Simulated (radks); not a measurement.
Results of a calculation; reference values are marked as such.
Problem. Species: Ru9+. Configuration: [Ar] 3d10 4s2 4p5. Code: a radial shooting solver on a logarithmic mesh with Libxc functionals. Model: scalar-relativistic Kohn-Sham, PBE, spin-unpolarised, spherical densities, finite nucleus; Fermi nuclear charge, rms radius 4.4809 fm. Some entries of the table are withheld. Estimate them.

orbital  occ.  eigenvalue (eV)  <r> (bohr)
1s          2        -22102.27     0.03344
2s          2        -3320.139      0.1456
2p          6        -2991.037      0.1269
3s          2              (1)      0.4016
3p          6        -608.9388      0.4015
3d         10              (2)         (3)
4s          2        -223.7515         (4)
4p          5        -190.6912       1.013
4d          0        -140.2759       1.141
5s          0        -103.5747       1.869

Solution. 
(1) 3s eigenvalue (eV): -717.1563
(2) 3d eigenvalue (eV): -435.2594
(3) 3d <r> (bohr): 0.3814
(4) 4s <r> (bohr): 0.9522
